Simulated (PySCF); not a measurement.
**Computed vibrations of Nd(OH)3**

Nd(OH)3 (singlet in the valence; each metal's 4f electrons, 3 of them, lie in its core potential, out of spins and levels). PySCF 2.14.0, RKS BP86, Nd lcecp-1-SVP with ECP49, O def2-SVP, H def2-SVP; non-relativistic Hamiltonian with scalar-relativistic core potentials where named; density fitting; no spin-orbit coupling. Central differences of gradients.

```xyz
7

Nd    0.0000    0.0000   -0.1214
O     2.0668    0.0000    0.3174
H     2.9723    0.0000    0.6618
O    -1.0334    1.7899    0.3174
H    -1.4861    2.5740    0.6618
O    -1.0334   -1.7899    0.3174
H    -1.4861   -2.5740    0.6618
```

Run from Python with OMP_NUM_THREADS=2. Where DIIS fails, smearing, a level shift and second-order steps follow.
It took 41 s on 2 threads of Arm Neoverse V1 (shared host).

(1) What are the harmonic wavenumbers and infrared intensities?

(2) Is this a minimum?

An lcecp potential fixes the number of 4f electrons, so in runs with it no electron can move into or out of that shell.

## Answers

(1) Modes are labelled in C3v; negative numbers are unstable modes, those under 60 cm⁻¹ near the noise; a finer grid moves soft modes by up to 10 cm⁻¹.
```json
{"cm⁻¹": "48", "km/mol": "6.4", "symmetry": "a1"}
{"cm⁻¹": "118", "km/mol": "0.6", "symmetry": "e"}
{"cm⁻¹": "118", "km/mol": "0.6", "symmetry": "e"}
{"cm⁻¹": "251", "km/mol": "0.0", "symmetry": "a2"}
{"cm⁻¹": "337", "km/mol": "261.6", "symmetry": "e"}
{"cm⁻¹": "337", "km/mol": "261.6", "symmetry": "e"}
{"cm⁻¹": "440", "km/mol": "17.5", "symmetry": "e"}
{"cm⁻¹": "440", "km/mol": "17.5", "symmetry": "e"}
{"cm⁻¹": "463", "km/mol": "401.6", "symmetry": "a1"}
{"cm⁻¹": "566", "km/mol": "171.6", "symmetry": "e"}
{"cm⁻¹": "566", "km/mol": "171.6", "symmetry": "e"}
{"cm⁻¹": "590", "km/mol": "23.5", "symmetry": "a1"}
{"cm⁻¹": "3823", "km/mol": "116.3", "symmetry": "e"}
{"cm⁻¹": "3823", "km/mol": "116.3", "symmetry": "e"}
{"cm⁻¹": "3823", "km/mol": "23.4", "symmetry": "a1"}
```

(2) Yes, within the noise of the softest modes. Ideal gas at 298.15 K and 1 bar: S = 368.7 J/(mol K), Cp = 109.3 J/(mol K), H − H(0 K) = 22.5 kJ/mol (rigid rotor, harmonic modes, spin degeneracy alone, that of the 4f electrons in the core included; the modes under 60 cm⁻¹ make these uncertain).
